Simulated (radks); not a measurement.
Species: Ca. Configuration: [Ar] 4s2 (the NIST ground configuration). Calculated with a radial shooting solver on a logarithmic mesh with Libxc functionals: non-relativistic Kohn-Sham, exchange-only B88, spin-polarised, spherical densities, point nucleus.

Normalised radial functions P(r) = r R(r), r in bohr:

r,3s
0.004958,0.0810
0.007516,0.1165
0.0113,0.1618
0.017,0.2153
0.02556,0.2671
0.03875,0.2936
0.05827,0.2519
0.08763,0.0945
0.1318,-0.1857
0.1998,-0.4743
0.3004,-0.4831
0.4517,-0.0073
0.6793,0.7110
1.022,1.0308
1.549,0.6918
2.329,0.2309
3.502,0.0334
5.266,0.0015
7.983,0.0000
12.01,0.0000

3s: eigenvalue -45.591 eV, 2 radial nodes at r = 0.102, 0.454 bohr, <r> = 1.16 bohr, 90 % of the charge inside 1.75 bohr.
